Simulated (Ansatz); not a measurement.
A further run on the cluster TaO₃H.

```yaml
crystal:
  periodic: [false, false, false]
  atoms:
    - {symbol: Ta, position_ang: [-0.042576, -0.753175, 0.469262]}
    - {symbol: O, position_ang: [1.125597, 0.683427, 0.431158]}
    - {symbol: O, position_ang: [1.559836, -0.319682, 1.447932]}
    - {symbol: O, position_ang: [-1.211729, -0.147795, -0.856706]}
    - {symbol: H, position_ang: [-1.431128, 0.537235, -1.491647]}
basis:
  gaussian: {orbitals: def2-mTZVP}
hamiltonian: {xc: {name: r2SCAN50}}
output: {forces: true}
```

```sh
$ ansatz run in.yaml --threads 4 --pin off --events-out ev --progress --plain --max-ram 3916MiB
```

Output, abridged:

```
Functional definition: r2SCAN50
1104 factors; integrals over basis functions are off by at most 9.7e-4 eV
mean field evaluation 1: about -7693.6974 eV, gradient 6.4e1 eV
mean field evaluation 2: about -7657.7704 eV, gradient 1.6e2 eV
mean field evaluation 4: about -7701.1571 eV, gradient 1.1e1 eV
mean field evaluation 8: about -7701.4257 eV, gradient 1.1e0 eV
mean field evaluation 16: about -7701.4298 eV, gradient 3.7e-3 eV
mean field -7701.42975853 eV, -283.0223234095 hartree, gradient 6.7e-5 eV, S^2 0.000000; 0 other end points of the search recorded, 0 dependent functions left out
reference -7701.42976836 eV, -283.0223237708 hartree; 19, 19 occupied and 92, 92 virtual orbitals, 1104 factors
Total energy: -7701.42976836 eV, -283.0223237708 hartree
Atom 0 at    -0.042576    -0.753175     0.469262 Å, force     0.508916     0.967149    -0.235263 eV/Å
Atom 1 at     1.125597     0.683427     0.431158 Å, force    -0.129490    -1.282727     0.759606 eV/Å
Atom 2 at     1.559836    -0.319682     1.447932 Å, force    -0.594762     0.586339    -0.869655 eV/Å
Atom 3 at    -1.211729    -0.147795    -0.856706 Å, force     0.001602     0.072263    -0.057908 eV/Å
Atom 4 at    -1.431128     0.537235    -1.491647 Å, force     0.213734    -0.343023     0.403220 eV/Å
Dipole moment:    -0.635984    -0.317173    -0.291218 e Å
```

Run time 4.1 s (4 threads of Intel Xeon Platinum 8375C on a shared host).

In the def2 sets Ta takes a core potential; there is no spin–orbit coupling. The restricted singlet is unstable towards broken spin symmetry at other levels; at RKS r2SCAN50/def2-mTZVP this wasn't settled.
